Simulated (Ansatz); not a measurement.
Ansatz (a first-principles code) input:

Ansatz 0.2 input:
```yaml
crystal:
  periodic: [false, false, false]
  atoms:
    - {symbol: F, position_ang: [-0.88124966, -1.26990316, -0.35124037]}
    - {symbol: As, position_ang: [0.00255775, -0.00276921, 0.28368688]}
    - {symbol: F, position_ang: [1.53857596, -0.12034645, -0.36183635]}
    - {symbol: F, position_ang: [-0.66670471, 1.40040338, -0.32710850]}
basis:
  gaussian:
    orbitals: def2-TZVPD
hamiltonian:
  xc: {name: PBE0}
total_charge: 1
magnetization: {spin_polarized: true, initial_magnetization: 1}
output: {forces: true}
```

### Question
Predict the final energy.

### Answer
-2534.63210 Eh (PBE0/def2-TZVPD). The basis has 174 functions.
